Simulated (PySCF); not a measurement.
Mg(H)(OMe) (CH4MgO), SMILES C[O][MgH]. Atoms are numbered in the order given.

```xyz
7

Mg     0.0000     0.0000     1.4009
H      0.0000     0.0000     3.0858
O      0.0000     0.0000    -0.3655
C      0.0000     0.0000    -1.7512
H     -0.8846    -0.5107    -2.1548
H      0.0000     1.0215    -2.1548
H      0.8846    -0.5107    -2.1548
```
Charge 0, spin multiplicity 1.

Coordinates come from a B3LYP-D3(BJ)/def2-TZVP optimisation.

All values below come from TDA-LC-ωPBE/def2-SVPD (PySCF 2.14.0).

Vertical excitations; the highest root listed may be one member of a degenerate set. Gas-phase values at a fixed geometry. State labels are in the subgroup Cs.

| state | symmetry | energy (eV) | λ (nm) | f | main pairs |
|---|---|---|---|---|---|
| S1 | A" | 6.00 | 207 | 0.017 | HOMO−1→LUMO+2 (degenerate set) |
| S2 | A' | 6.00 | 207 | 0.017 | HOMO→LUMO+2 (degenerate set) |
| S3 | A' | 6.73 | 184 | 0.001 | HOMO−1→LUMO+1, HOMO→LUMO, HOMO→LUMO+6, HOMO−1→LUMO+5 (degenerate set) |
| S4 | A" | 6.73 | 184 | 0.001 | HOMO−1→LUMO, HOMO→LUMO+1, HOMO−1→LUMO+6, HOMO→LUMO+5 (degenerate set) |
| S5 | A" | 6.74 | 184 | 0.000 | HOMO→LUMO+1 40 %, HOMO−1→LUMO 40 %, HOMO→LUMO+5 7 %, HOMO−1→LUMO+6 7 % |
| S6 | A' | 7.18 | 173 | 0.301 | HOMO−2→LUMO, HOMO−2→LUMO+6 (degenerate set) |
| S7 | A" | 7.18 | 173 | 0.301 | HOMO−2→LUMO+1, HOMO−2→LUMO+5 (degenerate set) |
| S8 | A' | 7.24 | 171 | 0.065 | HOMO→LUMO 42 %, HOMO−1→LUMO+1 42 % |
| S9 | A' | 7.68 | 161 | 0.497 | HOMO−2→LUMO+2 78 % |
| S10 | A' | 8.00 | 155 | 0.054 | HOMO→LUMO+4 73 %, HOMO→LUMO+3 20 % |
| T1 | A" | 5.70 | 218 | 0 | HOMO−1→LUMO+2 (degenerate set) |
| T2 | A' | 5.70 | 218 | 0 | HOMO→LUMO+2 (degenerate set) |
| T3 | A' | 5.72 | 217 | 0 | HOMO−2→LUMO+2 69 %, HOMO−2→LUMO+4 13 %, HOMO−2→LUMO+7 13 % |
| T4 | A" | 6.15 | 201 | 0 | HOMO−2→LUMO+1 61 %, HOMO−2→LUMO+5 33 % |
Triplets are in the Tamm–Dancoff approximation.
